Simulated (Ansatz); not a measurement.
The cluster Ca2F4. Charge 0, multiplicity 1. Geometry PBE-D4/def2-SVP; atoms count from 1.

```xyz
6

Ca   -1.2472   -1.0520    0.3887
Ca    1.2472    1.0508   -0.3918
F     0.9193   -0.9528    0.3720
F    -0.9198    0.9516   -0.3748
F     2.7182    2.2768   -0.8877
F    -2.7177   -2.2744    0.8935
```

The structure comes from a short search, and lower isomers may exist.

Q: Estimate the Mulliken populations from the PBE0/def2-TZVP orbitals of Ansatz.

A: 
```json
{"atom": "Ca1", "charge (e)": "1.38"}
{"atom": "Ca2", "charge (e)": "1.38"}
{"atom": "F3", "charge (e)": "-0.72"}
{"atom": "F4", "charge (e)": "-0.72"}
{"atom": "F5", "charge (e)": "-0.66"}
{"atom": "F6", "charge (e)": "-0.66"}
```
Mulliken values depend strongly on the basis.

Q: And the Mayer bond orders between heavy atoms (over 0.3)?

A: Ca1–F6 0.63 (1.98 Å); Ca2–F5 0.63 (1.98 Å).
